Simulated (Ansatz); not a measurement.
Wavefunction ladder for `OC1=NC[SiH]1[AlH2]`

```csv
atom,x (Å),y (Å),z (Å)
O1,0.0051,2.4545,0.7571
C2,-0.0046,1.3837,-0.0310
N3,0.6373,1.2956,-1.1354
C4,0.2957,-0.0642,-1.6239
Si5,-0.7271,-0.3574,-0.0376
Al6,0.0058,-1.9149,1.7219
H7,0.5615,3.1231,0.3278
H8,-0.2605,-0.0217,-2.5629
H9,1.1899,-0.6705,-1.7815
H10,-2.2119,-0.3994,-0.2186
H11,-0.1629,-1.5251,3.2512
H12,0.6717,-3.3036,1.3330
```

The species carries charge 0 and has multiplicity 1. All single points use the PBE0-D4/def2-TZVP geometry. It is one conformer, not always the lowest. Frozen core, restricted reference, Ansatz. CBS rows extrapolate triple and quadruple zeta; past MP2 they add the triple-zeta difference.

```
     basis     HF (Eh)  MP2 corr.
def2-TZVPP  -739.43480   -0.95066
def2-QZVPP  -739.46002   -1.01905
```

Task: Estimate the CCSD correlation energy and the (T) correction in each basis where they were run (hartree).

Result: 
| basis | CCSD corr. | (T) |
| --- | --- | --- |
| def2-TZVPP | -0.99357 | -0.04508 |
| CBS(def2) | -1.11263 | as TZ |
